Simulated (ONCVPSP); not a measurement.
Se: one change to an ONCV potential, before and after

```json
{
 "Element": "selenium",
 "Generator": "ONCVPSP 4.0.1",
 "Type": "optimised norm-conserving Vanderbilt (ONCV)",
 "Functional": "LDA (Perdew-Zunger)",
 "Relativity": "scalar-relativistic",
 "Frozen core": "[Ar] 3d10",
 "Valence charge": "6",
 "Reference configuration": "4s2 4p4",
 "Partial waves": "4s: rc 1.25 bohr, ncon 5, nbas 8, qcut 4.3 1/bohr, 2 projectors, debl 3 Ha; 4p: rc 1.70 bohr, ncon 4, nbas 7, qcut 5.7 1/bohr, 2 projectors, debl 2.4 Ha",
 "Local potential": "polynomial inside 0.85 bohr (lpopt 1, dvloc0 0 Ha)",
 "Core correction": "polynomial model core, fcfact 0.5"
}
```

Change: local potential polynomial inside 0.85 bohr (lpopt 1, dvloc0 4 Ha).

Cutoffs: the cutoffs (Ha) at which the residual kinetic energy of the hardest occupied pseudo-wave falls to 1 and 0.1 mHa per electron; they do not see the model core or the augmentation charge, which bear on the density cutoff. Errors are all-electron minus pseudo energies relative to the spin-unpolarised reference configuration.

Question: Predict the effect on cutoff, ghosts and configuration errors.

Answer: The potential gets neither clearly harder nor softer (100 Ha and 114 Ha → 100 Ha and 114 Ha); both files keep a bound ghost (s); the lowest positive-energy flag moves from s at 5.3 eV to p at 181.1 eV; the errors of the 4 common tests hardly move; the range in which the s phases agree widens (upper end 0.1 → at the end of the scan).

| quantity | base | changed |
| --- | --- | --- |
| cutoff, loose | 100 Ha | 100 Ha |
| cutoff, tight | 114 Ha | 114 Ha |
| bound ghosts | s | s |
| GHOST(+) flags under 300 eV | s at 5.3 eV, p at 170.4 eV | p at 181.1 eV, s at 212.8 eV |
| error for 4s2 4p3, meV [ΔE 11.01 eV] | -3.1 | -3.3 |
| error for 4s2 4p2, meV [ΔE 31.57 eV] | -15 | -17 |
| error for 4s2 4p1, meV [ΔE 62.72 eV] | -49 | -55 |
| error for 4s1 4p4, meV [ΔE 22.59 eV] | -18 | -18 |
| s: phases at 1.27 bohr within 0.05 rad from the reference energy up to (Ha; the scan ends near 5) | 0.1 | to the end of the scan |
| p: phases at 1.72 bohr within 0.05 rad from the reference energy up to (Ha; the scan ends near 5) | 4.5 | 4.6 |
| rms error of d²Exc/dni dnj with the model core, mHa | 0.30 | 0.31 |

 A true bound ghost makes a file unfit for plane-wave use even where its test errors are small: the radial tests pick states by their node count and pass the ghost by.
